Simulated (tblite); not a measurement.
Compound: C₈H₁₁FSi.
Cartesian coordinates in Å at the GFN2-xTB level; atoms count from 1:
```xyz
21
C8H11FSi angstrom
F      1.3197   -1.0964    1.7773
C      1.8862   -0.6630    0.6041
C      2.2629    0.8177    0.5621
C      1.5956    0.9201   -0.8167
C      0.9255   -0.4572   -0.5901
C     -0.5100   -0.3751   -0.2219
C     -1.4717   -1.0968   -0.8169
C     -2.8313   -0.8797   -0.3506
C     -2.9867    0.0187    0.6290
Si    -1.3053    0.7167    1.1108
H      2.7106   -1.3501    0.3919
H      3.3254    1.0447    0.6155
H      1.7313    1.3774    1.3281
H      2.3106    0.9057   -1.6362
H      0.9075    1.7503   -0.9528
H      1.0695   -1.1779   -1.3999
H     -1.2842   -1.8089   -1.6104
H     -3.6419   -1.4351   -0.8030
H     -3.9499    0.2567    1.0473
H     -1.1701    2.1476    0.8099
H     -0.9027    0.4018    2.4770
```

All values are computed: GFN2-xTB (tblite) harmonic vibrations without scaling, gas phase. The method is semi-empirical: single wavenumbers can be off by several per cent or more. Modes of hydrogen on silicon can be 10 to 20 % off. One conformer, not necessarily the lowest.

Harmonic wavenumbers (cm⁻¹): 37.5, 89.2, 112.4, 166.2, 199.4, 277.4, 356.5, 385.6, 397.9, 435.2, 505.8, 541.1, 580.2, 613.7, 624.3, 672.4, 706.7, 742.7, 757.3, 805.0, 814.7, 872.3, 912.0, 918.6, 977.4, 993.9, 1022.4, 1035.9, 1053.4, 1102.2, 1111.1, 1129.5, 1171.6, 1203.5, 1209.0, 1217.3, 1244.8, 1248.7, 1264.9, 1291.3, 1315.7, 1330.1, 1456.0, 1475.2, 1560.0, 1631.3, 2210.8, 2300.4, 2930.9, 2941.3, 3009.2, 3019.9, 3024.6, 3033.3, 3041.5, 3054.7, 3101.5.

A = 2153, B = 813.6, C = 776.4 MHz; mass 154.061 u (most abundant isotopes); point group C1, symmetry number 1.

Task: What is the zero-point energy?

Result: Half the sum of the wavenumbers: 35619 cm⁻¹ = 426.09 kJ/mol.

Task: What is S at 350 K and 1 bar for an ideal gas of classical rigid rotors and harmonic oscillators?

Result: Translation 175.01, rotation 126.88, vibration 141.33: S = 443.2 J/(mol K).

Task: And Cp and H(350 K) − H(0)?

Result: Cp = 200.36 J/(mol K), of which vibrations give 167.10 (their classical limit is 57 R = 473.9); H(350 K) − H(0) = 38.61 kJ/mol without the zero-point energy, 26.97 from vibrations.

Task: How do the functions run with temperature in this model?

Result: 
```csv
T (K),S (J/(mol K)),Cp (J/(mol K)),H − H(0) (kJ/mol),G − H(0) (kJ/mol),ln q(vib)
150,325.5,94.1,9.33,-39.50,2.75
250,385.4,146.0,21.27,-75.08,5.16
298.15,413.4,172.6,28.94,-94.31,6.38
400,471.6,225.3,49.26,-139.39,9.07
600,578.8,303.0,102.65,-244.63,14.57
900,716.3,373.3,205.09,-439.58,22.66
```

q(vib) and H(0) count from the zero-point level.

Task: Which modes carry the vibrational entropy at 350 K?

Result: 37.5 cm⁻¹: 23.87; 89.2 cm⁻¹: 16.70; 112.4 cm⁻¹: 14.81; 166.2 cm⁻¹: 11.64; 199.4 cm⁻¹: 10.20; 277.4 cm⁻¹: 7.66 J/(mol K); the other 51 give 56.46 together.

Task: Blend soft modes into free rotors: weight 1/[1 + (100 cm⁻¹/ν̃)⁴] for the oscillator and the rest for a rotor with moment μB/(μ + B), μ = h/(8π²ν), B = 10⁻⁴⁴ kg m². What vibrational entropy results?

Result: 130.94 J/(mol K) in place of 141.33, which changes −T·S at 350 K by +3.64 kJ/mol.

Task: What must be added to the electronic energy to get the Gibbs energy at 350 K and 1 bar?

Result: ZPE + [H(350 K) − H(0)] − T·S = 426.09 + 38.61 − 155.13 = 309.57 kJ/mol.

Hindered rotation and anharmonicity are outside this model. Other conformers, if any are populated, would add a mixing term that is left out. The structure is chiral; the term R ln 2 for an equal mix with its mirror image is left out.
